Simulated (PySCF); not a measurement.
AlOCl, SMILES [Al]([Cl])=[O]. Atoms are numbered in the order given.

```xyz
3

Al     0.0000     0.0000    -0.5886
O      0.0000     0.0000    -2.1853
Cl     0.0000     0.0000     1.4785
```
Charge 0, spin multiplicity 1.

Geometry optimised at B3LYP-D3(BJ)/def2-TZVP.

Two levels are set side by side: PBE/pcSseg-2 (PySCF) and PBE0/pcSseg-2 (PySCF). GIAO shifts against H2O (¹⁷O), HCl (³⁵Cl) at the same level; non-relativistic, no solvent, atoms listed together averaged. Without spin–orbit terms, shifts of atoms bonded to Cl or Br come out too high at both levels. Differences are taken from unrounded values.

| quantity | PBE |
|---|---|
| δ(¹⁷O) of O2 (ppm) | 207.4 |
| δ(³⁵Cl) of Cl3 (ppm) | -6.7 |

These are the PBE values. What does PBE0 give? (The exact figures need the calculation; the answer reports its results.)


| quantity | PBE0 | PBE minus PBE0 |
|---|---|---|
| δ(¹⁷O) of O2 (ppm) | 192.1 | 15.3 |
| δ(³⁵Cl) of Cl3 (ppm) | -30.6 | 23.9 |

Rough cost on one machine, each run with all the roots and properties that it gave: PBE0 against PBE within a factor of 2.
